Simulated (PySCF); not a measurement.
Can point charges reproduce the dipole moment of 3-ethylphenol, `CCc1cccc(O)c1`?

Coordinates (GFN2-xTB, Å) and charges (e) from the PBE0/pcSseg-1 density (PySCF):

| atom | x | y | z | Mulliken | IAO | Hirshfeld | ESP-fitted |
| --- | --- | --- | --- | --- | --- | --- | --- |
| C1 | 2.635 | -0.072 | 0.515 | -0.2613 | -0.4110 | -0.1163 | -0.1398 |
| C2 | 1.793 | 0.227 | -0.727 | -0.1259 | -0.2539 | -0.0643 | +0.1225 |
| C3 | 0.335 | 0.015 | -0.434 | -0.2855 | +0.0260 | +0.0134 | -0.0815 |
| C4 | -0.238 | -1.244 | -0.576 | -0.0322 | -0.1895 | -0.0693 | -0.2203 |
| C5 | -1.570 | -1.444 | -0.265 | -0.0641 | -0.1378 | -0.0500 | -0.1045 |
| C6 | -2.348 | -0.395 | 0.192 | -0.1301 | -0.2266 | -0.0872 | -0.3345 |
| C7 | -1.783 | 0.865 | 0.341 | +0.1842 | +0.2184 | +0.0731 | +0.3503 |
| O8 | -2.502 | 1.933 | 0.788 | -0.3880 | -0.4772 | -0.1889 | -0.5828 |
| C9 | -0.444 | 1.063 | 0.028 | -0.0232 | -0.2040 | -0.0746 | -0.2186 |
| H10 | 2.486 | -1.101 | 0.834 | +0.1143 | +0.1406 | +0.0377 | +0.0486 |
| H11 | 3.692 | 0.077 | 0.304 | +0.1135 | +0.1391 | +0.0405 | +0.0277 |
| H12 | 2.347 | 0.585 | 1.332 | +0.1156 | +0.1418 | +0.0382 | +0.0454 |
| H13 | 2.106 | -0.430 | -1.541 | +0.1206 | +0.1389 | +0.0416 | +0.0136 |
| H14 | 1.961 | 1.261 | -1.036 | +0.1199 | +0.1389 | +0.0421 | -0.0008 |
| H15 | 0.361 | -2.067 | -0.935 | +0.0581 | +0.1439 | +0.0444 | +0.1567 |
| H16 | -2.011 | -2.423 | -0.380 | +0.0875 | +0.1535 | +0.0505 | +0.1450 |
| H17 | -3.392 | -0.552 | 0.432 | +0.0887 | +0.1416 | +0.0428 | +0.1601 |
| H18 | -3.411 | 1.662 | 0.967 | +0.2358 | +0.3623 | +0.1790 | +0.4299 |
| H19 | -0.027 | 2.050 | 0.152 | +0.0720 | +0.1552 | +0.0476 | +0.1832 |

Task: What dipole does each set of charges give (1 e·Å = 4.803 D), and what does the density give?

Result: The full density gives (-0.68, -0.78, 0.12) D, 1.04 D in size; dipole vectors point from the negative to the positive end.

```csv
scheme,μx,μy,μz,size (D),share of the full size (%),angle to the full dipole (°)
Mulliken,1.24,-1.14,0.05,1.68,162,88
IAO,-0.27,-1.09,-0.05,1.12,108,28
Hirshfeld,-0.39,-0.09,0.08,0.41,39,37
ESP-fitted,-0.65,-0.80,0.09,1.04,100,2
```

Task: Which set comes closest?

Result: Length of the difference vector: ESP-fitted 0.05 D, IAO 0.54 D, Hirshfeld 0.75 D, Mulliken 1.95 D. Closest: ESP-fitted. 

Task: What is left for the Hirshfeld atoms' own dipoles?

Result: The Hirshfeld atoms' densities add up to the full density, so μ = Σ q r + Σ (atomic dipoles). The atomic dipoles sum to (-0.68, -0.78, 0.12) − (-0.39, -0.09, 0.08) = (-0.29, -0.69, 0.04) D, 0.75 D in size.

Task: With the origin at the mean of the coordinates, (-0.001, 0.000, 0.000) Å, which are the largest single terms, by size, of the IAO dipole along the direction of the full one?

Result: C1 +3.15, H16 +2.27, C6 -2.01, H18 +1.89, H17 +1.82 D; all 19 atoms together +0.99 D. The single terms depend on the origin, their sum doesn't.

Task: Give the size of the full dipole in other units.

Result: 1.04 D = 0.410 au = 0.217 e·Å = 3.47 × 10⁻³⁰ C·m.

Geometry: GFN2-xTB, one conformer, isolated molecule.

Conformer computed: `[CH3:1][CH2:2][c:3]1[cH:4][cH:5][cH:6][c:7]([OH:8])[cH:9]1`: C1–C2–C3–C4 -87°, H–O8–C7–C6 0°.
